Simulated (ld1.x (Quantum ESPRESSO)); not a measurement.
Sn: excitation energies, all-electron against TM

```
Element                 : tin
Generator               : ld1.x (Quantum ESPRESSO) 7.5
Type                    : norm-conserving Troullier–Martins (Kleinman–Bylander form)
Functional              : PBE
Relativity              : scalar-relativistic
Frozen core             : [Kr] 4d10
Valence charge          : 4
Reference configuration : 5s2 5p1 (charge +1)
Partial waves           : 5s (bound): rc 1.95 bohr; 5d channel at 0.05 Ry: rc 1.70 bohr; 5p (bound): rc 1.80 bohr
Local potential         : the p channel
Core correction         : a·sin(br)/r model core inside 1.30 bohr
```

Energies are relative to the spin-unpolarised reference configuration 5s2 5p1; without spin polarisation the order of configurations can differ from experiment. The frozen-core shift is the all-electron ΔE with the core orbitals held at their reference shape minus the fully relaxed ΔE.

```csv
valence configuration,charge,ΔE all-electron (eV),error AE − PS (meV),frozen-core shift (meV)
5s2 5p0,+2,13.952,-31,+34
5s1 5p0,+3,44.924,-265,+303
5s1 5p3,0,0.104,-3.6,+3.4
5s1 5p2,+1,7.649,-13,+16
5s2 5p2.3,-0.3,-7.724,-5.2,+9.5
```

Problem. What are ΔE and the potential's error for 5s2 5p2?

Solution. ΔE = -6.875 eV all-electron; the error (AE − PS) is -4.2 meV.

Problem. What are ΔE and the potential's error for 5s2 5p1.5?

Solution. ΔE = -4.259 eV all-electron; the error (AE − PS) is -1.4 meV.

Levels in the configuration 5s1 5p3:

```csv
level,all-electron (eV),pseudo (eV)
5s,-11.414,-11.428
5p,-4.317,-4.318
```

Note: ghost states, extra bound levels that the all-electron valence spectrum of the same l lacks: s at -124.2 eV, d at -26.9 eV. A true bound ghost makes a file unfit for plane-wave use.
